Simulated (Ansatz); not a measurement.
`C[SiH2]N(C)C` and `C[N](C)[Ge][OH]` differ in one atom or group.

Ansatz, PBE0-D4/def2-TZVP geometries, multiplicity 1. Each molecule was computed in one conformer, which needn't be the lowest.

Scalar relativity is left out up to krypton.

```tsv
property	`C[SiH2]N(C)C`
LUMO energy (PBE0/def2-TZVPP) / eV	1.04
size of the dipole moment (PBE/def2-TZVPP) / D	0.84
HOMO energy (B3LYP/def2-TZVPP) / eV	-6.06
HOMO energy (PBE0/def2-TZVPP) / eV	-6.25
HOMO–LUMO gap (ωB97M-V/def2-TZVPP) / eV	11.06
HOMO energy (PBE/def2-TZVPP) / eV	-4.95
```

(1) What does the change do to each property? (Estimate.)

## Answers

(1) The calculation gave: 
| property | `C[N](C)[Ge][OH]` | shift |
| --- | --- | --- |
| LUMO energy (PBE0/def2-TZVPP) / eV | -1.06 | -2.10 |
| size of the dipole moment (PBE/def2-TZVPP) / D | 2.74 | 1.90 |
| HOMO energy (B3LYP/def2-TZVPP) / eV | -6.52 | -0.46 |
| HOMO energy (PBE0/def2-TZVPP) / eV | -6.74 | -0.49 |
| HOMO–LUMO gap (ωB97M-V/def2-TZVPP) / eV | 9.82 | -1.24 |
| HOMO energy (PBE/def2-TZVPP) / eV | -5.50 | -0.55 |

With PBE0 the HOMO falls by 0.49 eV and the LUMO falls by 2.10 eV, so the gap narrows by about 1.61 eV. PBE moves the HOMO by -0.55 eV and ωB97M-V by -0.41 eV. The zero-point energy changes by -107.5 kJ/mol with -12 modes. Dipoles are sizes alone; their direction can turn.

B3LYP here is the variant with VWN-RPA as its local correlation; programs differ in this.
